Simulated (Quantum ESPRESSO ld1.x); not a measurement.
The numbers below are computed, except where a source is named.
One sound ld1.x (Quantum ESPRESSO 7.5) input for the manganese ion Mn2+ gives E = -1155.4377 hartree in 27 iterations:

```
 &input
    zed=25.0,
    iswitch=1,
    rel=1,
    lsd=1,
    dft='PZ',
    config='[Ar] 3d5',
    verbosity='high',
    prefix='ld1',
    max_out_wfc=37,
    file_charge='ld1.rho',
 /
```

Changed or added lines, one case at a time, and what came of them:

- dft='R2SCAN': refused. The program stops in set_dft_from_name with "libxc needed for this functional": this build has no Libxc.
- rmax=5000.0: harmless. The energy moves by less than 1e-5 hartree against the default mesh (-1155.4377 hartree).
- atom='Xx' (without zed): crashed. The symbol names no element; the program warns, takes a nuclear charge of zero and dies without a result.
- config='[Ar] 3d5 3f1': refused. The program stops in el_config with "main/angular quantum number mismatch": l must be smaller than n.
- rmax=6.0: harmless. The energy moves by +4.2e-05 hartree against the default mesh (-1155.4377 hartree).
- noscf=.true.: refused. The program stops in ld1_readin with "hydrogenic levels available only with lsd=0": noscf gives hydrogenic levels and needs lsd = 0.
- xmin=-1.0: refused. The program stops in ld1_readin with "wrong xmin": xmin is refused above -2.
